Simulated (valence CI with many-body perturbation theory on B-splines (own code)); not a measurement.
# Energy levels of Pr28+

Computed by configuration interaction combined with many-body perturbation theory (CI+MBPT): three valence electrons over a frozen Dirac-Fock core [Ar] 3d10, a basis of 11 s, 11 p, 10 d, 8 f, 5 g, 2 h functions for each j, with the one-electron correlation potential Σ1, the two-electron term Σ2, the three-electron term Σ3, Breit, model QED; selected CI, second order for the rest, scaled by the run's own slope (own B-spline code, finite nucleus).

The last digits are not significant, and no measured levels were compared; by estimate large intervals hold to a few tenths of a per cent, small ones and those within an open d or f shell to about a per cent.

Levels 46 to 90 of 176, with energies above the lowest level, (4s^2 4p1/2) J=1/2. "Leading %" is the weight of the configuration and term that name the level; weights of strongly mixed levels are sums over their largest components and can fall short. In the jj column 3d3/2^4 stands for four electrons in 3d with j = 3/2.

```tsv
No.	Configuration	Term	J	E (cm⁻¹)	Leading %	Leading jj	Second component	g
46	4p2 4d	4F	3/2	2274400	35	4p1/2 4p3/2 4d3/2 (94 %)	33 % 4p2 4d 2P	0.962
47	4p2 4d	2G	7/2	2275900	39	4p1/2 4p3/2 4d3/2 (86 %)	30 % 4p2 4d 2F	1.065
48	4p2 4d	4D	1/2	2278200	83	4p1/2 4p3/2 4d3/2 (98 %)	14 % 4p2 4d 2P	0.137
49	4p2 4d	4D	7/2	2309900	42	4p1/2 4p3/2 4d5/2 (96 %)	40 % 4p2 4d 4F	1.302
50	4p2 4d	2G	9/2	2332600	54	4p1/2 4p3/2 4d5/2 (94 %)	42 % 4p2 4d 4F	1.205
51	4p2 4d	2P	3/2	2342800	35	4p1/2 4p3/2 4d5/2 (69 %)	35 % 4p2 4d 4D	1.135
52	4p2 4d	4P	5/2	2345000	28	4p1/2 4p3/2 4d5/2 (66 %)	21 % 4p2 4d 4F	1.214
53	4p2 4d	2D	5/2	2369100	38	4p1/2 4p3/2 4d3/2 (47 %)	28 % 4p2 4d 4D	1.252
54	4p2 4d	4P	3/2	2372200	46	4p1/2 4p3/2 4d3/2 (66 %)	35 % 4p2 4d 2P	1.432
55	4p2 4d	4P	1/2	2375800	44	4p1/2 4p3/2 4d3/2 (90 %)	27 % 4p2 4d 2S	1.912
56	4p2 4d	2F	7/2	2377600	32	4p1/2 4p3/2 4d5/2 (71 %)	28 % 4p2 4d 2G	1.082
57	4p2 4d	2D	5/2	2400500	38	4p1/2 4p3/2 4d5/2 (64 %)	14 % 4p2 4d 4P	1.139
58	4p2 4d	2D	3/2	2436300	71	4p1/2 4p3/2 4d5/2 (82 %)	10 % 4p2 4d 2P	0.874
59	4p2 4d	2P	1/2	2442900	69	4p1/2 4p3/2 4d5/2 (88 %)	24 % 4p2 4d 2S	0.980
60	4s 4p 4f	4G	5/2	2491600	71	4s 4p1/2 4f5/2 (88 %)	16 % 4s 4p 4f 4F	0.697
61	4s 4p 4f	4G	7/2	2501400	49	4s 4p1/2 4f7/2 (54 %)	28 % 4s 4p 4f 4F	1.081
62	4s 4p 4f	4F	9/2	2511500	27	4s 4p1/2 4f7/2 (58 %)	21 % 4s 4p 4f 4G	1.212
63	4s 4p 4f	4F	3/2	2519200	52	4s 4p1/2 4f5/2 (71 %)	11 % 4s 4d2 4F	0.596
64	4s 4p 4f	4F	5/2	2523200	26	4s 4p1/2 4f5/2 (45 %)	22 % 4s 4p 4f 4D	1.095
65	4s 4p 4f	4D	7/2	2524700	38	4s 4p1/2 4f7/2 (53 %)	19 % 4s 4p 4f 2F	1.249
66	4p2 4d	4D	7/2	2532500	41	4p3/2^2 4d5/2 (80 %)	31 % 4p2 4d 2F	1.250
67	4p2 4d	2P	1/2	2537200	57	4p3/2^2 4d3/2 (58 %)	23 % 4p2 4d 4P	1.042
68	4p2 4d	4P	3/2	2546100	28	4p3/2^2 4d3/2 (82 %)	27 % 4p2 4d 2D	1.119
69	4p2 4d	4P	5/2	2551100	18	4p3/2^2 4d3/2 (58 %)	15 % 4p2 4d 4D	1.181
70	4p2 4d	4F	9/2	2555200	44	4p3/2^2 4d5/2 (67 %)	23 % 4p2 4d 2G	1.230
71	4p2 4d	2F	7/2	2565600	18	4p3/2^2 4d3/2 (45 %)	16 % 4p2 4d 2G	1.108
72	4s 4p 4f	2G	7/2	2586100	52	4s 4p1/2 4f5/2 (29 %)	26 % 4p2 4d 2F	0.982
73	4s 4p 4f	2F	5/2	2602500	35	4s 4p1/2 4f7/2 (41 %)	25 % 4s 4p 4f 2D	1.000
74	4p2 4d	2S	1/2	2617000	39	4p3/2^2 4d5/2 (59 %)	30 % 4p2 4d 4P	1.924
75	4p2 4d	2D	3/2	2621000	43	4p3/2^2 4d3/2 (56 %)	34 % 4p2 4d 2P	1.058
76	4s 4d2	4F	3/2	2637800	82	4s 4d3/2^2 (66 %)	6 % 4s 4p 4f 4D	0.474
77	4p2 4d	2D	5/2	2641100	52	4p3/2^2 4d5/2 (69 %)	17 % 4s 4d2 4F	1.172
78	4s 4d2	4F	5/2	2645700	64	4s 4d3/2 4d5/2 (40 %)	18 % 4p2 4d 2D	1.095
79	4p2 4d	2D	3/2	2653600	44	4p3/2^2 4d5/2 (43 %)	14 % 4s 4p 4f 2D	0.999
80	4s 4d2	4F	7/2	2657100	78	4s 4d3/2 4d5/2 (70 %)	9 % 4s 4p 4f 4D	1.233
81	4p2 4d	2D	5/2	2667800	37	4p3/2^2 4d5/2 (67 %)	12 % 4p2 4d 4P	1.142
82	4s 4d2	4P	1/2	2677900	91	4s 4d3/2^2 (56 %)		2.607
83	4s 4d2	4F	9/2	2679000	66	4s 4d5/2^2 (52 %)	20 % 4s 4p 4f 4G	1.296
84	4s 4d2	2G	9/2	2692700	48	4s 4d3/2 4d5/2 (38 %)	20 % 4s 4p 4f 2G	1.138
85	4s 4d2	4P	3/2	2693500	94	4s 4d3/2 4d5/2 (92 %)		1.682
86	4s 4d2	4P	5/2	2696200	68	4s 4d3/2 4d5/2 (67 %)	19 % 4s 4d2 2D	1.455
87	4s 4d2	2G	7/2	2716800	52	4s 4d3/2 4d5/2 (40 %)	24 % 4s 4p 4f 2G	0.937
88	4s 4p 4f	4G	11/2	2724400	100	4s 4p3/2 4f7/2 (100 %)		1.271
89	4s 4d2	2D	3/2	2728000	55	4s 4d3/2 4d5/2 (31 %)	9 % 4s 4p 4f 4F	0.831
90	4s 4p 4f	4F	5/2	2739400	27	4s 4p3/2 4f5/2 (50 %)	20 % 4s 4d2 2D	1.181
```

Where two levels of one J and parity lie close, their mixing, g and order are uncertain.
